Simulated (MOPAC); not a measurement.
Input for MOPAC: PM6 on RuSe, 2S+1 = 7, a spin state set in the input, which need not be the lowest, a point of a bond scan (R = 2.213 Å).

```
PM6 1SCF PRECISE CHARGE=0 UHF MS=3 THREADS=1
RuSe

Ru     0.00000000 1     0.00000000 1     0.00000000 1
Se     0.00000000 1     0.00000000 1     2.21274400 1
```

The log:

```
*******************************************************************************
 **                                                                           **
 **                              MOPAC v23.2.5                                **
 **                                                                           **
 *******************************************************************************
 ** MOPAC's Digital Object Identifier: https://doi.org/10.5281/zenodo.6511958 **
 **                                                                           **
 ** Please cite the open-source release paper for use of this MOPAC version:  **
 ** J. E. Moussa and J. J. P. Stewart (2026)                                  **
 ** MOPAC: An open-source semiempirical molecular orbital program             **
 ** J. Open Source Softw., 11(119), 8025, https://doi.org/10.21105/joss.08025 **
 *******************************************************************************

                              PM6 CALCULATION RESULTS

 *******************************************************************************
 *  PM6        - The PM6 Hamiltonian to be used
 *  UHF        - UNRESTRICTED HARTREE-FOCK CALCULATION
 *
 *
 *
 *                 CHARGE ON SYSTEM = 0
 *
 *
 *
 *  MS=        - IN MECI, MAGNETIC COMPONENT OF SPIN =  3.0
 *  PRECISE    - TIGHTER CRITERIA TO BE USED
 *  1SCF       - DO 1 SCF AND THEN STOP
 *  THREADS=1  - MULTI-THREADING NOT USED
 *  T=         - A TIME OF 172800.0 SECONDS REQUESTED
 *  DUMP=N     - RESTART FILE WRITTEN EVERY 7200.0 SECONDS REQUESTED
 *******************************************************************************
PM6 1SCF PRECISE CHARGE=0 UHF MS=3 THREADS=1
 RuSe

   ATOM   CHEMICAL          X               Y               Z
  NUMBER   SYMBOL      (ANGSTROMS)     (ANGSTROMS)     (ANGSTROMS)

     1      Ru          0.00000000  *   0.00000000  *   0.00000000  *
     2      Se          0.00000000  *   0.00000000  *   2.21274400  *



          CARTESIAN COORDINATES

    NO.       ATOM           X           Y           Z

     1        Ru          0.0000      0.0000      0.0000
     2        Se          0.0000      0.0000      2.2127

 General Reference for PM6:
 "Optimization of Parameters for Semiempirical Methods V: Modification of NDDO Approximations
 and Application to 70 Elements", J. J. P. Stewart, J. Mol. Mod., 13, 1173-1213 (2007)
 URL: https://link.springer.com/article/10.1007/s00894-007-0233-4

           Empirical Formula: Ru Se  =     2 atoms



      MOLECULAR POINT GROUP   :   C*v


          UHF CALCULATION, NO. OF ALPHA ELECTRONS =   10
                           NO. OF BETA  ELECTRONS =    4

 -------------------------------------------------------------------------------
 PM6 1SCF PRECISE CHARGE=0 UHF MS=3 THREADS=1
 RuSe



     1SCF WAS SPECIFIED, SO BFGS WAS NOT USED
     SCF FIELD WAS ACHIEVED


                              PM6 CALCULATION
                                                       MOPAC v23.2.5 Linux




          FINAL HEAT OF FORMATION =        197.13362 KCAL/MOL =     824.80708 KJ/MOL


          COSMO AREA              =        105.87 SQUARE ANGSTROMS
          COSMO VOLUME            =         96.84 CUBIC ANGSTROMS

          IONIZATION POTENTIAL    =          6.008520 EV
          ALPHA SOMO LUMO (EV)    =         -6.009  0.036
          BETA  SOMO LUMO (EV)    =         -8.082 -2.934
          NO. OF ALPHA ELECTRONS  =         10
          NO. OF BETA  ELECTRONS  =          4
          MOLECULAR WEIGHT        =        180.0300         POINT GROUP:  C*v

          MOLECULAR DIMENSIONS (Angstroms)

            Atom       Atom       Distance
           Se     2   Ru     1     2.21274
           Se     2   Ru     1     0.00000
           Ru     1   Se     2     0.00000


          SCF CALCULATIONS        =          1





   ATOM   CHEMICAL          X               Y               Z
  NUMBER   SYMBOL      (ANGSTROMS)     (ANGSTROMS)     (ANGSTROMS)

     1      Ru          0.00000000  *   0.00000000  *   0.00000000  *
     2      Se          0.00000000  *   0.00000000  *   2.21274400  *

                             CARTESIAN COORDINATES

   1   Ru        0.000000000     0.000000000     0.000000000
   2   Se        0.000000000     0.000000000     2.212744000


           Empirical Formula: Ru Se  =     2 atoms



      MOLECULAR POINT GROUP   :   C*v


          ALPHA EIGENVALUES
 -25.24256 -12.57779 -10.33606 -10.33606  -9.58135  -8.87660  -8.87660  -7.43083
  -7.43083  -6.00852   0.03575   3.70235   3.70235


           BETA EIGENVALUES
 -21.08776 -10.22542  -8.08212  -8.08212  -2.93368  -2.93368  -2.27332  -1.34510
  -1.34510   1.11160   4.19742   4.19742   5.26026


              NET ATOMIC CHARGES AND DIPOLE CONTRIBUTIONS

  ATOM NO.   TYPE          CHARGE      No. of ELECS.   s-Pop       p-Pop       d-Pop
    1         Ru           0.255810        7.7442     1.21582     0.31928     6.20909
    2         Se          -0.255810        6.2558     1.98953     4.26628
 DIPOLE           X         Y         Z       TOTAL
 POINT-CHG.     0.000     0.000    -2.719     2.719
 HYBRID         0.000     0.000     0.091     0.091
 SUM            0.000     0.000    -2.628     2.628


          ATOMIC ORBITAL ELECTRON POPULATIONS

     Atom    s        px        py        pz      x^2-y^2     xz        z^2       yz        xy
    1 Ru   1.21582   0.00093   0.00093   0.31742   1.00000   1.55037   1.10835   1.55037   1.00000
    2 Se   1.98953   1.44870   1.44870   1.36888


                    (SZ)    =    3.000000
                    (S**2)  =   12.000418


          ATOMIC ORBITAL SPIN POPULATIONS

    Atom   Total    s     px     py     pz   x^2-y^2  xz     z^2    yz     xy
         Atomic
    1 Ru  4.5927  0.648  0.000  0.000  0.310  1.000  0.449  0.735  0.449  1.000
    2 Se  1.4073  0.009  0.550  0.550  0.298

 **********************
 *                    *
 * JOB ENDED NORMALLY *
 *                    *
 **********************




 == MOPAC DONE ==
```

The run finished.

Cost: around 0.020 core-seconds (rough).
